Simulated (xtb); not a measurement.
H4AlO4 (SMILES [OH][Al-]([OH])([OH])[OH]), charge -1, singlet, from a rough starting geometry (GFN-xTB shapes and energies of metal compounds can be far from the true ones); xtb with GFN2-xTB.

Here is a job for xtb.
```
$ xtb mol.xyz --gfn 2 --chrg -1 --opt vtight --json

# file mol.xyz
9

Al    -0.00000172    -0.13426135     0.07027349
O      1.48682675    -0.46202006    -0.78228571
H      1.82449176     0.01244314    -1.57688061
O      0.35169508     0.03542042     1.78221507
H      0.76807964     0.77926972     2.07897303
O     -0.61650816     1.39901975    -0.60505949
H     -1.09827419     1.41576338    -1.33953911
O     -1.07961935    -1.41831857    -0.18729072
H     -1.54420086    -1.77174082     0.46704068
```

It wrote (shortened):

```
   ID    Z sym.   atoms
    1   13 Al     1
    2    8 O      2, 4, 6, 8
    3    1 H      3, 5, 7, 9

           -------------------------------------------------
          |                Calculation Setup                |
           -------------------------------------------------

           -------------------------------------------------
          |                 G F N 2 - x T B                 |
           -------------------------------------------------

          ...................................................
          :                      SETUP                      :
          :.................................................:
          :  # basis functions                  30          :
          :  # atomic orbitals                  29          :
          :  # shells                           15          :
          :  # electrons                        32          :
          :  max. iterations                   250          :
          :  Hamiltonian                  GFN2-xTB          :
          :  restarted?                      false          :
          :  GBSA solvation                  false          :
          :  PC potential                    false          :
          :  electronic temp.          300.0000000     K    :
          :  accuracy                    1.0000000          :
          :  -> integral cutoff          0.2500000E+02      :
          :  -> integral neglect         0.1000000E-07      :
          :  -> SCF convergence          0.1000000E-05 Eh   :
          :  -> wf. convergence          0.1000000E-03 e    :
          :  Broyden damping             0.4000000          :
          :  net charge                         -1          :
          :  unpaired electrons                  0          :
          ...................................................

 iter      E             dE          RMSdq      gap      omega  full diag
   1    -19.8926991 -0.198927E+02  0.735E+00   10.79       0.0  T
   2    -19.9186837 -0.259846E-01  0.402E+00   10.36       1.0  T
   3    -19.9237247 -0.504098E-02  0.118E+00    8.97       1.0  T
   4    -19.9304588 -0.673412E-02  0.542E-01    9.30       1.0  T
   5    -19.9306428 -0.183996E-03  0.140E-01    9.52       1.0  T
   6    -19.9308305 -0.187691E-03  0.456E-02    9.46       1.0  T
   7    -19.9308302  0.324294E-06  0.258E-02    9.46       1.3  T
   8    -19.9308314 -0.118090E-05  0.317E-03    9.46      10.5  T
[...]
 * total energy  :   -19.8016313 Eh     change       -0.7866046E-05 Eh
 * total energy  :   -19.8016345 Eh     change       -0.3193380E-05 Eh
 * total energy  :   -19.8016380 Eh     change       -0.3519927E-05 Eh
 * total energy  :   -19.8016436 Eh     change       -0.5581976E-05 Eh
 * total energy  :   -19.8016488 Eh     change       -0.5208650E-05 Eh
 * total energy  :   -19.8016521 Eh     change       -0.3315264E-05 Eh
 * total energy  :   -19.8016535 Eh     change       -0.1362652E-05 Eh
 * total energy  :   -19.8016542 Eh     change       -0.7483318E-06 Eh
 * total energy  :   -19.8016549 Eh     change       -0.6662681E-06 Eh
 * total energy  :   -19.8016553 Eh     change       -0.3652604E-06 Eh
 * total energy  :   -19.8016555 Eh     change       -0.2634121E-06 Eh
 * total energy  :   -19.8016556 Eh     change       -0.5675217E-07 Eh
   *** GEOMETRY OPTIMIZATION CONVERGED AFTER 49 ITERATIONS ***
         :: total energy             -19.801655600545 Eh    ::
[...]
     2   8 O        1.540    -0.594    25.102     6.759
     3   1 H        0.816     0.239     0.933     1.516
     4   8 O        1.540    -0.594    25.102     6.759
     5   1 H        0.816     0.239     0.933     1.516
     6   8 O        1.540    -0.594    25.104     6.759
     7   1 H        0.816     0.239     0.933     1.516
     8   8 O        1.540    -0.594    25.104     6.759
     9   1 H        0.816     0.239     0.933     1.516

 Mol. C6AA /au·bohr⁶  :       1079.314996
 Mol. C8AA /au·bohr⁸  :      37199.189318
 Mol. α(0) /au        :         52.679681

Wiberg/Mayer (AO) data.
largest (>0.10) Wiberg bond orders for each atom

 ---------------------------------------------------------------------------
     #   Z sym  total        # sym  WBO       # sym  WBO       # sym  WBO
 ---------------------------------------------------------------------------
     1  13 Al   4.101 --     4 O    1.004     2 O    1.004     6 O    1.003
                             8 O    1.003
     2   8 O    2.015 --     1 Al   1.004     3 H    0.914
     3   1 H    0.943 --     2 O    0.914
     4   8 O    2.015 --     1 Al   1.004     5 H    0.914
     5   1 H    0.943 --     4 O    0.914
     6   8 O    2.015 --     1 Al   1.003     7 H    0.914
     7   1 H    0.943 --     6 O    0.914
     8   8 O    2.015 --     1 Al   1.003     9 H    0.914
     9   1 H    0.943 --     8 O    0.914
 ---------------------------------------------------------------------------

Topologies differ in total number of bonds
Writing topology from bond orders to xtbtopo.mol

molecular dipole:
                 x           y           z       tot (Debye)
 q only:       -0.020       0.031       0.020
   full:       -0.020       0.031       0.020       0.106
molecular quadrupole (traceless):
                xx          xy          yy          xz          yz          zz
 q only:       -0.810      -0.525       1.214      -0.261       1.069      -0.404
  q+dip:       -1.006      -0.652       1.506      -0.324       1.327      -0.501
   full:       -0.964      -0.625       1.443      -0.310       1.272      -0.479

optimized geometry written to: xtbopt.xyz

           -------------------------------------------------
          | TOTAL ENERGY              -19.801655600545 Eh   |
          | GRADIENT NORM               0.000068213320 Eh/α |
          | HOMO-LUMO GAP               9.592329756695 eV   |
           -------------------------------------------------
```
